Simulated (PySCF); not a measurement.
**Structure from 2D NMR**

Compound of formula C₈H₁₁O₂P. Correlations simulated from computed shifts and the bond graph:

HSQC (one-bond C–H):
```tsv
δH	δC
8.34	138.7
7.72	138.2
7.59	130.8
7.52	135.1
2.78	23.0
1.68	22.5
```

COSY cross peaks (H two or three bonds apart, from the bond graph; peaks can be absent where the dihedral angle is near 90°):
```tsv
δH	δH
8.34	7.59
7.72	7.59
7.72	7.52
```

HMBC (two and three bonds, from the bond graph):
```tsv
δH	δC
8.34	144.8, 138.3, 138.2, 130.8
7.72	144.8, 138.7, 135.1, 130.8
7.59	138.7, 138.3, 138.2, 135.1
7.52	144.8, 138.3, 138.2, 130.8, 23.0
2.78	144.8, 138.3, 135.1
1.68	138.3
```

Carbons without hydrogens: δ 144.8, 138.3.

Level of theory: geometry from GFN2-xTB, shieldings: GIAO PBE0/pcSseg-1, in PySCF (one computed conformer, isolated molecule, averaged over atoms made equivalent by symmetry, fast rotation or ring inversion, non-relativistic).

References, each an isolated molecule treated in the same way: ¹H, ¹³C vs TMS.

Exchangeable hydrogens are left out of these lists.

Assemble the structure.

Answers

`Cc1ccccc1[P@@](C)(=O)O`.

Numbering as in the mapped SMILES `[CH3:1][c:2]1[cH:3][cH:4][cH:5][cH:6][c:7]1[P@@:8]([CH3:9])(=[O:10])[OH:11]` (H(Xn): hydrogen on atom n).

- δC 144.8 is C2, a substituted aromatic carbon.
- δC 138.7 is C6, an aromatic CH (δH 8.34).
- δC 138.3 is C7, a substituted aromatic carbon.
- δC 138.2 is C4, an aromatic CH (δH 7.72).
- δC 135.1 is C3, an aromatic CH (δH 7.52).
- δC 130.8 is C5, an aromatic CH (δH 7.59).
- δC 23.0 is C1, a methyl carbon on an aromatic ring (δH 2.78).
- δC 22.5 is C9, a methyl carbon bonded to P (δH 1.68).
- HMBC from δH 8.34 reaches the proton-free carbons C2, C7.
- HMBC from δH 7.72 reaches the proton-free carbon C2.
- HMBC from δH 7.59 reaches the proton-free carbon C7.
- HMBC from δH 7.52 reaches the proton-free carbons C2, C7.
- COSY links 8.34–7.59, 7.72–7.59, 7.72–7.52.

The data come from this structure; uniqueness wasn't tested.

OH and NH positions are those of a molecule without intermolecular hydrogen bonds; in solution they move with solvent, concentration and temperature, and exchange usually removes their couplings. Shifts are as computed. Against solution values, carbons near 30 ppm lie about +3 ppm off and those near 130 ppm about +5 ppm. Of 1211 compounds with measured shifts, 218 miss one by over three times the rms of a fit or turn the order of signals round; such compounds aren't used in these exercises.
